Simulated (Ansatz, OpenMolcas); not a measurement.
# Worked example: CBrCl2F + BCl2 → CCl2F + BBrCl2

Species: CBrCl2F `FC(Cl)(Cl)Br`, singlet; BCl2 `Cl[B]Cl`, doublet; CCl2F (dichlorofluoromethyl radical) `F[C](Cl)Cl`, doublet; BBrCl2 (bromodichloroborane) `ClB(Cl)Br`, singlet. A radical takes Br: the energy is the difference in strength between the C–Br bond broken and the B–Br bond made.

Shapes, held fixed at every level: PBE0-D4/def2-TZVP. Programs: Ansatz 0.2.0, OpenMolcas 26.06. The zero-point and thermal change to 298 K, harmonic and unscaled (PBE0-D4/def2-TZVP), is +1.4 kJ/mol.

At CCSD(T)/def2-TZVPP; 1 Eh = 2625.50 kJ/mol:

| species | energy (Eh) |
| --- | --- |
| CBrCl2F | -3629.912342 |
| BCl2 | -944.239495 |
| CCl2F | -1057.152760 |
| BBrCl2 | -3517.064600 |

**Question.** Work out ΔH(298 K) of the reaction at this level.

**Answer.** 
1. Products less reactants: (-1057.152760) + (-3517.064600) − [(-3629.912342) + (-944.239495)] = -0.065523 Eh = -172.0 kJ/mol.
2. With the thermal change: -172.0 + (+1.4) = -170.6 kJ/mol.

Other levels give -186.2 (CCSD/def2-SVP) to -166.1 kJ/mol (MP2/def2-TZVPP). No measured value is set beside it here. Open shells run unrestricted. Relativity is left out for Br. Outer-core shells of Br are correlated in most correlated rows, in sets that cover them unevenly. The median of the other levels is -179.4 kJ/mol.
